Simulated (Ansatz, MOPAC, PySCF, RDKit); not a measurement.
Complex: HF (SMILES F) (first 2 atoms) with SO2 (SMILES O=S=O); geometry from B3LYP-D3(BJ)/def2-TZVP, rigid monomers moved along the line of their centres of mass till H2···O3 is 2.58 Å.
(charge 0, multiplicity 1):
```xyz
5

F      0.351     0.507    -0.657
H      0.084     0.724     0.211
O     -0.467     0.506     2.720
S     -0.326    -0.727     3.462
O     -0.666    -0.711     4.855
```

Counterpoise-corrected where a basis set is named; no monomer relaxation. Rows marked so take none. RDKit's UFF carries no charges.

Cores are frozen in the correlated methods. Rows in 6-31G* carry no dispersion term and start afresh at each structure (6-31G* with six Cartesian d functions). MP2/6-31G* freezes PySCF's default core. The state that AM1 reach isn't checked.

The values were computed with Ansatz (a quantum-chemistry and plane-wave program); MOPAC for AM1 (differences of heats of formation); PySCF for 6-31G* rows, the dispersion terms; RDKit for the force fields. Values without a source in brackets are computed.

| level | interaction energy (kcal/mol) |
|---|---|
| UFF | 0.03 |
| AM1 | -2.70 |
| PBE-D3(BJ)/def2-TZVPPD | -2.67 |
| B3LYP-D3(BJ)/def2-TZVPPD | -2.70 |
| PBE0-D3(BJ)/def2-TZVPPD | -2.68 |
| M06-2X/6-31G* (no counterpoise) | -3.11 |
| wB97X-V/def2-TZVPPD | -2.61 |
| MP2/6-31G* | … |
| SCS-MP2/aug-cc-pV(T+d)Z | … |

Question: Some entries are withheld; supply them.

Answer: 
- MP2/6-31G*, interaction energy (kcal/mol): -2.49
- SCS-MP2/aug-cc-pV(T+d)Z, interaction energy (kcal/mol): -2.32
